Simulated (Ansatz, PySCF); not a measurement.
Gas-phase reaction in SMILES: NC1CCC1 -> N[C]1CCC1 + H atom (the C-H bond at the site shown breaks; other sites are not compared here)
Each molecule is optimised on its own at B3LYP-D3(BJ)/def2-TZVP (Ansatz, an electronic-structure program), one conformer each, not searched for the lowest.
Geometry of the first species:
SMILES: NC1CCC1
```xyz
14

C     -1.5398     0.2655     0.2709
C     -0.6234    -0.9815     0.2024
C      0.5971    -0.0373     0.2786
C     -0.3237     1.1240    -0.1576
N      1.7132    -0.3468    -0.6022
H     -1.8557     0.4849     1.2912
H     -2.4165     0.2798    -0.3747
H     -0.6644    -1.4556    -0.7791
H     -0.7297    -1.7420     0.9762
H      0.8911     0.1004     1.3288
H     -0.1838     2.0937     0.3203
H     -0.2801     1.2446    -1.2408
H      2.1797    -1.1960    -0.3002
H      2.4060     0.3942    -0.5721
```

Property: bond dissociation energy (enthalpy at 298 K, with B3LYP-D3(BJ) rigid-rotor harmonic-oscillator terms from PySCF), in kcal/mol. Cores are frozen in the correlated levels unless marked. UHF or UKS for open shells. No spin-orbit coupling. No relativistic terms. CBS(X,Y): correlation extrapolated as X^-3; Hartree-Fock from the larger set. The bracket is a focal-point correction in the basis named.

```
level                                                     program  bond dissociation energy (kcal/mol)
-------------------------------------------------  --------------  -----------------------------------
HF/6-31G                                                   Ansatz                                 66.8
PBE-D4/def2-TZVPD                                  Ansatz + dftd4                                 84.8
B3LYP/def2-TZVPD                                           Ansatz                                 87.0
PBE0/STO-3G                                                Ansatz                                112.5
r2SCANh-D4/def2-TZVPD                              Ansatz + dftd4                                 85.5
MP2/STO-3G                                                 Ansatz                                105.5
MP2/6-31G                                                  Ansatz                                 80.8
SCS-MP2/cc-pVTZ                                            Ansatz                                 94.3
RI-MP2/CBS(cc-pVTZ,cc-pVQZ)+[CCSD(T)-MP2]/cc-pVDZ          Ansatz                                 93.7
RI-MP2/CBS(cc-pVTZ,cc-pVQZ)+[CCSD(T)-MP2]/cc-pVTZ          Ansatz                                 93.2
```
